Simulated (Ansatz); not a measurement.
Molecule (SMILES): N#P (N-P).
Atoms: N1, P2. Bonds: N1-P2.

Basis-set convergence of the optimised N1-P2 bond length at PBE with Ansatz (a program for electronic structure). Cartesian d functions, on some or all atoms, in 6-31G**, 6-31+G*; all else is spherical. No added dispersion term, no relativity. Reference: the value in pcseg-4, 1.4968 Å, itself unsure by roughly 0.0001 Å (its mean distance from aug-pcseg-3, aug-cc-pV(Q+d)Z, cc-pV(5+d)Z). Deviations are taken from unrounded values.

| basis | functions | optimised N1-P2 bond length (Å) | minus reference (Å) |
|---|---|---|---|
| def2-SVP | 32 | 1.5101 | 0.0133 |
| 6-31G** | 34 | 1.5121 | 0.0153 |
| 6-31+G* | 42 | 1.5109 | 0.0140 |
| def2-SVPD | 44 | 1.5090 | 0.0121 |
| aug-pcseg-1 | 50 | 1.5104 | 0.0136 |
| 6-311++G(2d,2p) | 62 | 1.5016 | 0.0048 |
| def2-TZVP | 68 | 1.5000 | 0.0031 |
| cc-pV(T+d)Z | 69 | 1.4994 | 0.0026 |
| aug-pcseg-2 | 96 | 1.4998 | 0.0029 |
| aug-cc-pV(T+d)Z | 101 | 1.4994 | 0.0026 |
| cc-pV(Q+d)Z | 119 | 1.4970 | 0.0002 |
| def2-QZVPPD | 139 | 1.4974 | 0.0006 |
| pcseg-4 | 206 | 1.4968 | 0.0000 |

The smallest set listed that lies within 0.01 Å of the reference with all its larger relatives (same family, alike in diffuse functions; a set with none counts only in the reference's own line) is 6-311++G(2d,2p) (62 functions, 0.0048 Å off). Inside, with no larger relative to test it: def2-QZVPPD. (Relatives not listed, tested too: def2-TZVPP 0.0029, 6-311++G(3df,3pd) 0.0011, def2-QZVP 0.0006, def2-QZVPP 0.0006, aug-cc-pV(Q+d)Z 0.0001, aug-pcseg-3 0.0002, cc-pV(5+d)Z 0.0001 Å.)
